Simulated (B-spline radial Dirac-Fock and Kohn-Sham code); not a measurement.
Free-atom binding energies and absorption edges of V

Calculated with a radial B-spline solver, using Dirac-Fock ΔSCF + Breit + QED. The model has no electron correlation.

Input file task.json (cfg lists n, l and occupation; rrms is the nuclear radius in fm):

```json
{"items": [{
  "Z": 23,
  "q": 0,
  "cfg": [[1, 0, 2], [2, 0, 2], [2, 1, 6], [3, 0, 2], [3, 1, 6], [3, 2, 3], [4, 0, 2]],
  "A": 51,
  "rrms": 3.6002,
  "do": ["binding"],
  "screen": [3, 2]
}]}
```

Run with: `python xray_run.py task.json out`

Two models are given for [Ar] 3d3 4s2. In the first the electron is removed to infinity. In the second it is placed in the 3d shell, so that the atom stays neutral; this mimics a hole screened by valence charge, or the onset of absorption below the ionisation limit. The tabulated edges (Elam, Ravel and Sieber, Radiat. Phys. Chem. 63, 121 (2002)) refer to the element in its standard state, with the Fermi level as zero for a metal.

```
     level  ionised (eV)  screened (eV)  tabulated (eV)  ionised − table  screened − table
    K (1s)        5476.7         5466.0          5465.0            +11.7              +1.0
   L1 (2s)         641.0          629.5           626.7            +14.3              +2.8
L2 (2p1/2)         532.9          521.5           519.8            +13.1              +1.7
L3 (2p3/2)         526.0          514.6           512.1            +13.9              +2.5
   M1 (3s)         83.42          73.15           66.30            +17.1              +6.8
M2 (3p1/2)         51.56          41.86           37.20            +14.4              +4.7
M3 (3p3/2)         50.75          41.09           37.20            +13.5              +3.9
```

The screened model lies closer: the mean absolute deviations are 14.0 eV (ionised) and 3.3 eV (screened). Screening lowers the levels by 10.7 eV on average.
